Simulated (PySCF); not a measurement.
**Mayer bond orders and bond lengths**

C₁₀H₁₄.
Atom-mapped SMILES: `[CH:1]1=[CH:2][C:3]([CH:4]2[CH2:5][CH2:6][CH2:7][CH2:8]2)=[CH:9][CH2:10]1` (hydrogens: H11 on C1; H12 on C2; H13 on C4; H14, H15 on C5; H16, H17 on C6; H18, H19 on C7; H20, H21 on C8; H22 on C9; H23, H24 on C10)

Structure used (GFN2-xTB), in Å, numbered top down from 1:
```xyz
24
C10H14 angstrom
C      3.142   -0.475    0.578
C      1.903   -0.973    0.664
C      1.001   -0.191   -0.171
C     -0.456   -0.501   -0.285
C     -1.157   -0.567    1.090
C     -2.578   -0.016    0.873
C     -2.706    0.213   -0.635
C     -1.279    0.524   -1.069
C      1.711    0.782   -0.764
C      3.142    0.697   -0.347
H      4.026   -0.829    1.076
H      1.587   -1.817    1.250
H     -0.560   -1.476   -0.778
H     -1.177   -1.589    1.468
H     -0.614    0.042    1.812
H     -2.698    0.931    1.401
H     -3.342   -0.700    1.244
H     -3.405    1.014   -0.874
H     -3.049   -0.698   -1.127
H     -1.134    0.440   -2.145
H     -1.006    1.533   -0.755
H      1.355    1.527   -1.451
H      3.807    0.540   -1.200
H      3.475    1.609    0.153
```

Bond orders from the PBE0/pcSseg-1 density (PySCF). Isolated species at its GFN2-xTB geometry (one conformer only).

(1) How far do the computed orders between heavy atoms stray from the drawn ones?

(2) Give the Mayer order of every bond between heavy atoms, beside its length.

Answers

(1) The largest departure is 0.236, at C3–C9 (drawn double, 1.764).

(2) 
| bond | drawn as | length (Å) | Mayer order |
| --- | --- | --- | --- |
| C1–C2 | double | 1.337 | 1.775 |
| C2–C3 | single | 1.457 | 1.095 |
| C3–C4 | single | 1.493 | 0.972 |
| C4–C5 | single | 1.545 | 1.011 |
| C5–C6 | single | 1.540 | 1.038 |
| C6–C7 | single | 1.531 | 1.045 |
| C7–C8 | single | 1.524 | 1.039 |
| C3–C9 | double | 1.343 | 1.764 |
| C9–C10 | single | 1.494 | 1.058 |
| C10–C1 | single | 1.493 | 1.070 |
| C8–C4 | single | 1.530 | 1.020 |

By pair of heavy elements: C–C: lowest C3–C4 (0.972, 1.493 Å), highest C1–C2 (1.775, 1.337 Å); in 5 of the 55 pairs the longer bond (by over 0.003 Å) has the higher order (by 0.02 or more).

Q: And the bonds to hydrogen?

A: C–H: 0.91 to 1.00 (14 bonds).

Q: Sum the orders of all bonds at each heavy atom with more than one neighbour and set the sums beside the valence in the SMILES.

A: C1 3.823 (drawn 4), C2 3.869 (drawn 4), C3 3.831 (drawn 4), C4 3.919 (drawn 4), C5 3.950 (drawn 4), C6 3.993 (drawn 4), C7 3.987 (drawn 4), C8 3.954 (drawn 4), C9 3.820 (drawn 4), C10 3.951 (drawn 4). Orders between atoms that aren't bonded are not in these sums.

For a closed shell the Mayer order of atoms A and B is Σ (PS)μν (PS)νμ over the basis functions μ on A and ν on B, with P the density and S the overlap matrix.
